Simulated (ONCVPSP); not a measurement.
What the settings do to the ONCV potential of C (Z = 6)

Base potential:

```json
{
 "Element": "C",
 "Generator": "ONCVPSP 4.0.1",
 "Type": "optimised norm-conserving Vanderbilt (ONCV)",
 "Functional": "PBE",
 "Relativity": "scalar-relativistic",
 "Frozen core": "[He]",
 "Valence charge": "4",
 "Reference configuration": "2s2 2p1 (charge +1)",
 "Partial waves": "2s: rc 1.20 bohr, ncon 5, nbas 10, qcut 4.2 1/bohr, 2 projectors, debl 2 Ha; 2p: rc 2.95 bohr, ncon 5, nbas 10, qcut 5.4 1/bohr, 1 projector; d scattering state at 0.47 Ha: rc 3.10 bohr, ncon 5, nbas 9, qcut 3.5 1/bohr, 2 projectors, debl 3.7 Ha",
 "Local potential": "polynomial inside 1.10 bohr (lpopt 5, dvloc0 0 Ha)",
 "Core correction": "none"
}
```

All-electron outer shells of the reference configuration (PBE, scalar-relativistic, ld1.x):

```
shell  level (eV)  outermost node (bohr)  outermost maximum (bohr)
   1s     -288.39                      –                      0.17
   2s      -25.76                   0.38                      1.17
   2p      -17.00                      –                      1.11
```

Cutoffs, loose and tight: the cutoffs (Ha) at which the residual kinetic energy of the hardest occupied pseudo-wave falls to 1 and 0.1 mHa per electron. They do not see the model core or the augmentation charge, which bear on the density cutoff. Test errors are all-electron minus pseudo excitation energies from the reference, over the configurations 2s2 2p2; 2s2 2p0; 2s1 2p0; 2s0 2p4. A dash means not determined; rows that change the core or the reference have their own tests.

A true bound ghost makes a file unfit for plane-wave use even where its test errors are small: the radial tests pick states by their node count and pass the ghost by.

```csv
change,outcome,"cutoff, loose","cutoff, tight",bound ghosts,GHOST(+) flags above zero,largest test error (meV)
base,generated,113 Ha,196 Ha,none,d,+936
d: rc 2.42,generated,113 Ha,196 Ha,none,d,+936
d: rc 2.7,generated,113 Ha,196 Ha,none,d,+936
d: rc 2.86,generated,113 Ha,196 Ha,none,d,+936
d: rc 3.16,generated,113 Ha,196 Ha,none,d,+936
d: rc 3.68,"generated, projector energies reset by the program",113 Ha,196 Ha,none,none,+936
d: rc 4.04,"generated, projector energies reset by the program",113 Ha,196 Ha,none,none,+936
d: rc 4.18,"generated, projector energies reset by the program",113 Ha,196 Ha,none,none,+936
d: rc 4.54,"generated, projector energies reset by the program",113 Ha,196 Ha,none,none,+936
```

What comes out with this change to the base: d: rc 3.4?

outcome: failed: ERROR pspot: first pseudo wave function has node, program will stop. Cause: the optimised pseudo-wave of the first projector has a node, so the radial equation cannot be inverted for a potential.

What comes out with this change to the base: d: rc 2.18?

outcome: generated; cutoff, loose: 113 Ha; cutoff, tight: 196 Ha; bound ghosts: d; GHOST(+) flags above zero: none; largest test error (meV): +936.

Reading the sweep of the d radius (base included, trends over the rows without a ghost): The loose cutoff stays near 113 Ha. The median size of the test errors (rows with all tests solved) stays near 395.9 meV. Bound ghosts are found at 2.18 bohr. The generation fails at 3.4 bohr.
